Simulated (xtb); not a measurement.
xtb job for C2H3, SMILES [CH][CH2+] (connectivity only; charge and spin as stated), charge +1, multiplicity 1, GFN2-xTB. 

```
$ xtb mol.xyz --gfn 2 --sp --chrg 1 --uhf 0 --json
$ cat mol.xyz
5

C      0.00000000    -0.00000000    -0.55532657
C      0.00000000     0.00000000     0.67819515
H     -0.00000000    -0.00000000     1.75026573
H     -0.00000000    -0.85891045    -1.24373863
H     -0.00000000     0.85891046    -1.24373863
```

Program output:

```
[banner left out]
          |                Calculation Setup                |
           -------------------------------------------------



           -------------------------------------------------
          |                 G F N 2 - x T B                 |
           -------------------------------------------------

        Reference                      10.1021/acs.jctc.8b01176
      * Hamiltonian:
        H0-scaling (s, p, d)           1.850000    2.230000    2.230000
        zeta-weighting                 0.500000
      * Dispersion:
        s8                             2.700000
        a1                             0.520000
        a2                             5.000000
        s9                             5.000000
      * Repulsion:
        kExp                           1.500000    1.000000
        rExp                           1.000000
      * Coulomb:
        alpha                          2.000000
        third order                    shell-resolved
        anisotropic                    true
        a3                             3.000000
        a5                             4.000000
        cn-shift                       1.200000
        cn-exp                         4.000000
        max-rad                        5.000000


          ...................................................
          :                      SETUP                      :
          :.................................................:
          :  # basis functions                  11          :
          :  # atomic orbitals                  11          :
          :  # shells                            7          :
          :  # electrons                        10          :
          :  max. iterations                   250          :
          :  Hamiltonian                  GFN2-xTB          :
          :  restarted?                      false          :
          :  GBSA solvation                  false          :
          :  PC potential                    false          :
          :  electronic temp.          300.0000000     K    :
          :  accuracy                    1.0000000          :
          :  -> integral cutoff          0.2500000E+02      :
          :  -> integral neglect         0.1000000E-07      :
          :  -> SCF convergence          0.1000000E-05 Eh   :
          :  -> wf. convergence          0.1000000E-03 e    :
          :  Broyden damping             0.4000000          :
          :  net charge                          1          :
          :  unpaired electrons                  0          :
          ...................................................

 iter      E             dE          RMSdq      gap      omega  full diag
   1     -5.3242593 -0.532426E+01  0.100E+01    4.14       0.0  T
   2     -5.3142987  0.996056E-02  0.598E+00    3.73       1.0  T
   3     -5.1943413  0.119957E+00  0.556E+00    4.51       1.0  T
   4     -5.3405073 -0.146166E+00  0.529E-01    3.71       1.0  T
   5     -5.3410013 -0.494014E-03  0.217E-01    3.70       1.0  T
   6     -5.3410277 -0.263519E-04  0.327E-02    3.71       1.4  T
   7     -5.3410309 -0.318309E-05  0.105E-02    3.70       4.3  T
   8     -5.3410308  0.861625E-07  0.649E-03    3.70       6.9  T
   9     -5.3410310 -0.236105E-06  0.471E-04    3.70      94.9  T
  10     -5.3410310 -0.457707E-09  0.152E-04    3.70     295.1  T

   *** convergence criteria satisfied after 10 iterations ***

         #    Occupation            Energy/Eh            Energy/eV
      -------------------------------------------------------------
         1        2.0000           -0.9351712             -25.4473
         2        2.0000           -0.8469981             -23.0480
         3        2.0000           -0.7936798             -21.5971
         4        2.0000           -0.7815059             -21.2659
         5        2.0000           -0.7520470             -20.4642 (HOMO)
         6                         -0.6159862             -16.7618 (LUMO)
         7                         -0.4993589             -13.5882
         8                         -0.1959848              -5.3330
         9                         -0.0438134              -1.1922
        10                         -0.0238005              -0.6476
        11                          0.7771476              21.1473
      -------------------------------------------------------------
                  HL-Gap            0.1360608 Eh            3.7024 eV
             Fermi-level           -0.6840166 Eh          -18.6130 eV

 SCC (total)                   0 d,  0 h,  0 min,  0.001 sec
 SCC setup                      ...        0 min,  0.000 sec (  4.332%)
 Dispersion                     ...        0 min,  0.000 sec (  1.600%)
 classical contributions        ...        0 min,  0.000 sec (  0.862%)
 integral evaluation            ...        0 min,  0.000 sec ( 11.656%)
 iterations                     ...        0 min,  0.001 sec ( 59.648%)
 molecular gradient             ...        0 min,  0.000 sec ( 16.737%)
 printout                       ...        0 min,  0.000 sec (  4.736%)

         :::::::::::::::::::::::::::::::::::::::::::::::::::::
         ::                     SUMMARY                     ::
         :::::::::::::::::::::::::::::::::::::::::::::::::::::
         :: total energy              -5.200297716689 Eh    ::
         :: gradient norm              0.000143047630 Eh/a0 ::
         :: HOMO-LUMO gap              3.702402918921 eV    ::
         ::.................................................::
         :: SCC energy                -5.341031020937 Eh    ::
         :: -> isotropic ES            0.137975309300 Eh    ::
         :: -> anisotropic ES         -0.029006842836 Eh    ::
         :: -> anisotropic XC          0.015664955675 Eh    ::
         :: -> dispersion             -0.000677595022 Eh    ::
         :: repulsion energy           0.140733304248 Eh    ::
         :: add. restraining           0.000000000000 Eh    ::
         :: total charge               1.000000000000 e     ::
         :::::::::::::::::::::::::::::::::::::::::::::::::::::

           -------------------------------------------------
          |                Property Printout                |
           -------------------------------------------------

    * Orbital Energies and Occupations

         #    Occupation            Energy/Eh            Energy/eV
      -------------------------------------------------------------
         1        2.0000           -0.9351712             -25.4473
         2        2.0000           -0.8469981             -23.0480
         3        2.0000           -0.7936798             -21.5971
         4        2.0000           -0.7815059             -21.2659
         5        2.0000           -0.7520470             -20.4642 (HOMO)
         6                         -0.6159862             -16.7618 (LUMO)
         7                         -0.4993589             -13.5882
         8                         -0.1959848              -5.3330
         9                         -0.0438134              -1.1922
        10                         -0.0238005              -0.6476
        11                          0.7771476              21.1473
      -------------------------------------------------------------
                  HL-Gap            0.1360608 Eh            3.7024 eV
             Fermi-level           -0.6840166 Eh          -18.6130 eV

     #   Z          covCN         q      C6AA      α(0)
     1   6 C        2.827    -0.027    28.668     8.774
     2   6 C        1.907     0.127    27.986     8.544
     3   1 H        0.926     0.255     0.857     1.447
     4   1 H        0.923     0.322     0.646     1.257
     5   1 H        0.923     0.322     0.646     1.257
Note: The following floating-point exceptions are signalling: IEEE_DENORMAL
normal termination of xtb

 Mol. C6AA /au·bohr⁶  :        173.598646
 Mol. C8AA /au·bohr⁸  :       4361.815365
 Mol. α(0) /au        :         21.279355


Wiberg/Mayer (AO) data.
largest (>0.10) Wiberg bond orders for each atom

 ---------------------------------------------------------------------------
     #   Z sym  total        # sym  WBO       # sym  WBO       # sym  WBO
 ---------------------------------------------------------------------------
     1   6 C    3.983 --     2 C    2.535     4 H    0.720     5 H    0.720
     2   6 C    3.697 --     1 C    2.535     3 H    0.913     5 H    0.124
                             4 H    0.124
     3   1 H    0.935 --     2 C    0.913
     4   1 H    0.896 --     1 C    0.720     2 C    0.124
     5   1 H    0.896 --     1 C    0.720     2 C    0.124
 ---------------------------------------------------------------------------

Topologies differ in total number of bonds
Writing topology from bond orders to xtbtopo.mol

molecular dipole:
                 x           y           z       tot (Debye)
 q only:        0.000       0.000      -0.478
   full:        0.000       0.000      -0.504       1.280
molecular quadrupole (traceless):
                xx          xy          yy          xz          yz          zz
 q only:       -4.116       0.000      -1.569       0.000      -0.000       5.684
  q+dip:       -6.328      -0.000      -2.249       0.000      -0.000       8.577
   full:       -5.108       0.000      -1.233       0.000      -0.000       6.341


           -------------------------------------------------
          | TOTAL ENERGY               -5.200297716689 Eh   |
          | GRADIENT NORM               0.000143047630 Eh/α |
          | HOMO-LUMO GAP               3.702402918921 eV   |
           -------------------------------------------------

------------------------------------------------------------------------
------------------------------------------------------------------------
 total:
 SCF:
```

Self-consistency was reached.
